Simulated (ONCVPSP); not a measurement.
## Tm: ONCV pseudisation with PBEsol, scalar-relativistic reference atom.

Input for ONCVPSP 4.0.1:

```
# ATOM AND REFERENCE CONFIGURATION
# atsym  z   nc   nv     iexc    psfile
  Tm 69.00    9    4  -116133      upf
#
#   n    l    f
    1    0    2.00
    2    0    2.00
    2    1    6.00
    3    0    2.00
    3    1    6.00
    3    2   10.00
    4    0    2.00
    4    1    6.00
    4    2   10.00
    4    3   13.00
    5    0    2.00
    5    1    6.00
    6    0    2.00
#
# PSEUDOPOTENTIAL AND OPTIMIZATION
# lmax
    3
#
#   l,   rc,      ep,       ncon, nbas, qcut
    0    2.35    0.00    4    7    5.00
    1    2.10    0.00    4    8    7.20
    2    2.25    0.32    5   10    5.00
    3    0.65    0.00    4    7   18.30
#
# LOCAL POTENTIAL
# lloc, lpopt,  rc(5),   dvloc0
    4    5    0.45    6.00
#
# VANDERBILT-KLEINMAN-BYLANDER PROJECTORs
# l, nproj, debl
    0    2    2.70
    1    2    2.90
    2    3    1.00
    3    2    1.90
#
# MODEL CORE CHARGE
# icmod, fcfact, rcfact
    0    0.00    0.00
#
# LOG DERIVATIVE ANALYSIS
# epsh1, epsh2, depsh
   -3.00    5.00    0.02
#
# OUTPUT GRID
# rlmax, drl
    6.00    0.01
#
# TEST CONFIGURATIONS
# ncnf
    4
# nvcnf
#   n    l    f
    4
    4    3   13.00
    5    0    2.00
    5    1    6.00
    6    0    1.00
#
    4
    4    3   13.00
    5    0    2.00
    5    1    6.00
    6    0    0.00
#
    4
    4    3   12.00
    5    0    2.00
    5    1    6.00
    6    0    0.00
#
    5
    4    3   13.00
    5    0    2.00
    5    1    6.00
    6    0    1.50
    5    2    0.50
#
```

Command:

```bash
oncvpsp.x < Tm.dat > Tm.out
```

The program printed (shortened: citation, most of the input echo, consistency checks and plot data are left out):

```
ONCVPSP  (Optimized Norm-Conservinng Vanderbilt PSeudopotential)
scalar-relativistic version 4.0.1

#   n    l    f        energy (Ha)
    1    0    2.00    -2.1780826E+03
    2    0    2.00    -3.6748595E+02
    2    1    6.00    -3.2448413E+02
    3    0    2.00    -8.2582033E+01
    3    1    6.00    -6.9563447E+01
    3    2   10.00    -5.3491070E+01
    4    0    2.00    -1.6257139E+01
    4    1    6.00    -1.1979373E+01
    4    2   10.00    -6.3017908E+00
    4    3   13.00    -1.1536104E-01
    5    0    2.00    -1.9632560E+00
    5    1    6.00    -9.8993929E-01
    6    0    2.00    -1.4305014E-01

Reference configufation results
  iterations    40
  all-electron total energy (Ha)   -1.35631928D+04

Begin loop to  construct optimized pseudo wave functions
and semi-local pseudopoentials for all angular momenta

Calculating optimized projector #   1

 for l=   0

    Fraction of norm inside rc  0.985675
    Optimizing pswf for qcut=   5.00 a_B^-1,  ecut=  12.52 Ha
    Residual kinetic energy error=  1.85D-06 Ha

    Energy error per electron        Cutoff
         Ha          eV             Ha
         0.01000     0.27211        3.50
         0.00100     0.02721        5.00
         0.00010     0.00272        8.97
         0.00001     0.00027       11.13

Calculating optimized projector #   2

 for l=   0

    Fraction of norm inside rc  0.100525
    Optimizing pswf for qcut=   5.00 a_B^-1,  ecut=  12.52 Ha
    Residual kinetic energy error=  1.07D-05 Ha

    Energy error per electron        Cutoff
         Ha          eV             Ha
         0.01000     0.27211        2.68
         0.00100     0.02721        5.75
         0.00010     0.00272       10.18
         0.00001     0.00027       12.84

   Wellstate for l =  1  n =  7
     eigenvalue =   1.9101
     asymptotic potential =   2.4101
     half-point radius =  3.6420

Calculating optimized projector #   1

 for l=   1

    Fraction of norm inside rc  0.880933
    Optimizing pswf for qcut=   7.20 a_B^-1,  ecut=  25.89 Ha
    Residual kinetic energy error=  3.60D-08 Ha

    Energy error per electron        Cutoff
         Ha          eV             Ha
         0.01000     0.27211        6.24
         0.00100     0.02721        9.72
         0.00010     0.00272       16.88
         0.00001     0.00027       20.25

Calculating optimized projector #   2

 for l=   1

    Fraction of norm inside rc  0.166186
    Optimizing pswf for qcut=   7.20 a_B^-1,  ecut=  25.89 Ha
    Residual kinetic energy error=  7.86D-07 Ha

    Energy error per electron        Cutoff
         Ha          eV             Ha
         0.01000     0.27211        6.73
         0.00100     0.02721       15.82
         0.00010     0.00272       20.22
         0.00001     0.00027       23.03

WARNING wellstate: moderately localized bound state found for n= 5 l=  2
WARNING scattering state with energy  0.05000000
WARNING will be used for the first projector

   Wellstate for l =  2  n =  5
     eigenvalue =   0.0500
     asymptotic potential =   0.5500
     half-point radius =  3.7836

   Wellstate for l =  2  n =  6
     eigenvalue =   1.0500
     asymptotic potential =   1.5500
     half-point radius =  3.6742

   Wellstate for l =  2  n =  7
     eigenvalue =   2.0500
     asymptotic potential =   2.5500
     half-point radius =  4.1931

Calculating optimized projector #   1

 for l=   2

    Fraction of norm inside rc  0.541265
    Optimizing pswf for qcut=   5.01 a_B^-1,  ecut=  12.54 Ha
    Residual kinetic energy error=  5.23D-05 Ha

    Energy error per electron        Cutoff
         Ha          eV             Ha
         0.01000     0.27211        7.18
         0.00100     0.02721        9.74
         0.00010     0.00272       11.92
         0.00001     0.00027       25.89

Calculating optimized projector #   2

 for l=   2

    Fraction of norm inside rc  0.262917
    Optimizing pswf for qcut=   5.01 a_B^-1,  ecut=  12.54 Ha
    Residual kinetic energy error=  1.57D-04 Ha

    Energy error per electron        Cutoff
         Ha          eV             Ha
         0.01000     0.27211        8.35
         0.00100     0.02721       10.88
         0.00010     0.00272       13.16
         0.00001     0.00027       19.74

Calculating optimized projector #   3

 for l=   2

    Fraction of norm inside rc  0.149252
    Optimizing pswf for qcut=   5.01 a_B^-1,  ecut=  12.54 Ha
    Residual kinetic energy error=  3.54D-04 Ha

    Energy error per electron        Cutoff
         Ha          eV             Ha
         0.01000     0.27211        8.84
         0.00100     0.02721       11.48
         0.00010     0.00272       13.71
         0.00001     0.00027       19.60

   Wellstate for l =  3  n =  5
     eigenvalue =   1.7846
     asymptotic potential =   2.2846
     half-point radius =  2.5699

Calculating optimized projector #   1

 for l=   3

    Fraction of norm inside rc  0.472093
    Optimizing pswf for qcut=  18.30 a_B^-1,  ecut= 167.45 Ha
    Residual kinetic energy error=  4.27D-02 Ha

    Energy error per electron        Cutoff
         Ha          eV             Ha
         0.01000     0.27211      355.00
         0.00100     0.02721      476.43
         0.00010     0.00272      725.34

Calculating optimized projector #   2

 for l=   3

    Fraction of norm inside rc  0.058843
    Optimizing pswf for qcut=  18.30 a_B^-1,  ecut= 167.45 Ha
    Residual kinetic energy error=  7.02D-03 Ha

    Energy error per electron        Cutoff
         Ha          eV             Ha
         0.01000     0.27211      162.35
         0.00100     0.02721      257.49
         0.00010     0.00272      584.17
         0.00001     0.00027      695.17

Construct Vanderbilt / Kleinmman-Bylander projectors

B matrix Hermiticity error, ll=   0
   1   2    1.5751E-04

  Orthonormal projector coefficients  4.3110E+01  1.0769E+00

B matrix Hermiticity error, ll=   1
   1   2   -3.3752E-04

  Orthonormal projector coefficients  2.3706E+01  1.0095E+00

B matrix Hermiticity error, ll=   2
   1   2    9.1606E-05
   1   3   -1.4263E-04
   2   3    8.1463E-05

  Orthonormal projector coefficients  1.5242E+01  1.3365E+00  3.6459E-01

B matrix Hermiticity error, ll=   3
   1   2    5.4500E-04

  Orthonormal projector coefficients -1.4216E+02 -1.6760E+01

Pseudoatom total energy -218.952951

Diagnostic tests using Vanderbilt-Kleinman-Bylander pseudopotentials
  1 or more projectors used as specified by nproj input data

   l    rcore       rmatch      e in        delta e   norm test  slope test

   0   2.3606739   2.4323491  -1.9632560   0.0000022   1.0002756   1.0002612
   0   2.3606739   2.4323491  -0.1430501   0.0000006   1.0000143   1.0000106

   1   2.1070477   2.1710222  -0.9899393  -0.0000009   1.0000938   1.0000984
   1   2.1070477   2.1710222   1.9100607   0.0000355   1.0001960   1.0001960

   2   2.2503608   2.3186866   0.0500000   0.0000034   1.0000832   1.0000832
   2   2.2503608   2.3186866   1.0500000   0.0000041   1.0001778   1.0001778
   2   2.2503608   2.3186866   2.0500000   0.0000296   1.0002202   1.0002202

   3   0.6523342   0.6721405  -0.1153610   0.0005538   1.0004937   1.0001172
   3   0.6523342   0.6721405   1.7846390   0.0000431   1.0009794   1.0009794

 Testing for bound ghosts
   n   l    E NL Schr. Eq   E Basis Diag.   E Cutoff

       0                      -49.395833     34.36  WARNING - GHOST(-)
       0                       -2.912467     34.36  WARNING - GHOST(-)
   1   0       -1.963254       -1.963187     34.36
   2   0       -0.143050       -0.126683     34.36

       1                      -27.983900     68.42  WARNING - GHOST(-)
   2   1       -0.989940       -0.989915     68.42

       2                       -3.421675    133.67  WARNING - GHOST(-)
   3   2       -0.029531       -0.011683    133.67

   4   3       -0.114807       -0.028709    694.02

 Testing for highly-localized positive-energy ghosts
       l    <radius>/rc     E Basis Diag.   E Cutoff

Test configuration 0

   n   l     f        eae           eps        diff
   1   0  2.0000-2178.08261206
   2   0  2.0000 -367.48595400
   2   1  6.0000 -324.48412817
   3   0  2.0000  -82.58203347
   3   1  6.0000  -69.56344689
   3   2 10.0000  -53.49106962
   4   0  2.0000  -16.25713896
   4   1  6.0000  -11.97937263
   4   2 10.0000   -6.30179078
   4   3 13.0000   -0.11536104   -0.11480729    5.54D-04
   5   0  2.0000   -1.96325595   -1.96325374    2.22D-06
   5   1  6.0000   -0.98993929   -0.98994016   -8.67D-07
   6   0  2.0000   -0.14305014   -0.14304958    5.62D-07

    Total energies and differences
      AE_ref= -1.35631928D+04  AE_tst= -1.35631928D+04  dif=  0.00D+00
      PS_ref= -2.18952951D+02  PS_tst= -2.18952951D+02  dif= -1.42D-13
      PSP excitation error=  1.42D-13

Test configuration 1

   n   l     f        eae           eps        diff
   1   0  2.0000-2178.32829690
   2   0  2.0000 -367.73065781
   2   1  6.0000 -324.72897257
   3   0  2.0000  -82.82538011
   3   1  6.0000  -69.80682055
   3   2 10.0000  -53.73457099
   4   0  2.0000  -16.50102938
   4   1  6.0000  -12.22347920
   4   2 10.0000   -6.54619507
   4   3 13.0000   -0.36035948   -0.36010279    2.57D-04
   5   0  2.0000   -2.21117678   -2.21059072    5.86D-04
   5   1  6.0000   -1.23735342   -1.23722272    1.31D-04
   6   0  1.0000   -0.33636719   -0.33632385    4.33D-05

    Total energies and differences
      AE_ref= -1.35631928D+04  AE_tst= -1.35629539D+04  dif=  2.39D-01
      PS_ref= -2.18952951D+02  PS_tst= -2.18715010D+02  dif=  2.38D-01
      PSP excitation error=  9.41D-04

Test configuration 2

   n   l     f        eae           eps        diff
   1   0  2.0000-2178.61607088
   2   0  2.0000 -368.01648832
   2   1  6.0000 -325.01500648
   3   0  2.0000  -83.10899289
   3   1  6.0000  -70.09047168
   3   2 10.0000  -54.01842209
   4   0  2.0000  -16.78549733
   4   1  6.0000  -12.50827517
   4   2 10.0000   -6.83143053
   4   3 13.0000   -0.64614114   -0.64649189   -3.51D-04
   5   0  2.0000   -2.50089352   -2.49943524    1.46D-03
   5   1  6.0000   -1.52499143   -1.52457366    4.18D-04

    Total energies and differences
      AE_ref= -1.35631928D+04  AE_tst= -1.35625133D+04  dif=  6.79D-01
      PS_ref= -2.18952951D+02  PS_tst= -2.18274588D+02  dif=  6.78D-01
      PSP excitation error=  1.09D-03

Test configuration 3

psatom: WARNING lschvkbb convergence error n,l,iter=   4   3   3
ea(ii),et,emin,emax -1.148073E-01 -1.262880E-01 -1.262880E-01 -1.262880E-01
run_config: WARNING for fully non-local PS atom, stg. 1
 WARNING no output for configuration 4

Test configuration 4

   n   l     f        eae           eps        diff
   1   0  2.0000-2178.07491772
   2   0  2.0000 -367.47729211
   2   1  6.0000 -324.47548648
   3   0  2.0000  -82.57372567
   3   1  6.0000  -69.55513487
   3   2 10.0000  -53.48265962
   4   0  2.0000  -16.24855436
   4   1  6.0000  -11.97067792
   4   2 10.0000   -6.29287624
   4   3 13.0000   -0.10606698   -0.10630677   -2.40D-04
   5   0  2.0000   -1.95253633   -1.95292980   -3.93D-04
   5   1  6.0000   -0.98029523   -0.97996463    3.31D-04
   6   0  1.5000   -0.14153512   -0.14158186   -4.67D-05
   5   2  0.5000   -0.02707216   -0.02696494    1.07D-04

    Total energies and differences
      AE_ref= -1.35631928D+04  AE_tst= -1.35631361D+04  dif=  5.67D-02
      PS_ref= -2.18952951D+02  PS_tst= -2.18895898D+02  dif=  5.71D-02
      PSP excitation error= -3.73D-04
```

Note: ghosts flagged at negative energy: s at -1344.1 eV, s at -79.3 eV, p at -761.5 eV, d at -93.1 eV; no localised positive-energy state flagged. A true bound ghost makes a file unfit for plane-wave use.

The run took about 6.5 s on one core of a shared server CPU.
